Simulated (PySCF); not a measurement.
**Structure from NMR data**

An unknown has the formula C6H12Si. Its calculated NMR data are:

$^{1}$H NMR (400 MHz, computed): δ 5.91 (br s, 1H), 5.64 (br s, 1H), 2.88 (m, 2H), 1.27 (m, 2H), 0.27 (s, 6H).

$^{13}$C{$^{1}$H} NMR (computed): δ 169.3, 131.5, 32.0, 12.4, 0.5 (2C).

- geometry from GFN2-xTB
- NMR shieldings at PBE0/pcSseg-1/GIAO
- code: PySCF
- in vacuum, single conformer, non-relativistic Hamiltonian, rapidly exchanging positions averaged

Shifts are taken against calculated references (same method and geometry level): $^{1}$H and $^{13}$C vs TMS.

Problem. Which candidate is it?
A. CC(C)C1=C[SiH2]C1
B. C/C=C\C=C/C[SiH3]
C. C1C[SiH](C2CC2)C1
D. C=C1CC[Si]1(C)C
E. C1C[C@@H](C2CC2)[SiH2]1
F. C#CC(C)(C)[SiH2]C

Solution. D. 

1. The formula gives 2 degrees of unsaturation (1 ring in the answer).
2. 5 carbon signals for 6 carbons: some carbons are equivalent by symmetry or fast rotation.
3. Carbon types of the structure: 1 × C, 3 × CH2, 2 × CH3, which accounts for all hydrogens.
4. δC 169.3: fully substituted alkene carbon.
5. δC 131.5: terminal =CH2 carbon; the olefinic region.
6. δC 32.0: allylic sp3 CH2; a saturated carbon with 2 carbon neighbours and no heteroatom attached.
7. δC 0.5: methyl carbon bonded to Si; an electropositive neighbour leaves it electron-rich and shielded.
8. δH 0.27: hydrogen on a methyl carbon bonded to Si; an electropositive neighbour shields it, as in TMS itself.

The others: CC(C)C1=C[SiH2]C1 has carbons computed at 183.4, 130.5, 41.1, 22.6, 13.6, with a different DEPT pattern; C#CC(C)(C)[SiH2]C would give 4 signals for carbon-bound and other non-exchanging H, not 5; C1C[SiH](C2CC2)C1 would give 4 carbon signals, not 5; C/C=C\C=C/C[SiH3] would give 6 carbon signals, not 5; C1C[C@@H](C2CC2)[SiH2]1 would give 6 carbon signals, not 5.

Shifts are as computed. Against solution values, carbons near 30 ppm lie about +3 ppm off and those near 130 ppm about +5 ppm. Of 1309 compounds with measured shifts, 239 miss one by over three times the rms of a fit or turn the order of signals round; such compounds aren't used in these exercises. Multiplicities follow the n + 1 count of equivalent neighbours, as no J values were calculated; m marks all less simple cases, F and P coupling included.
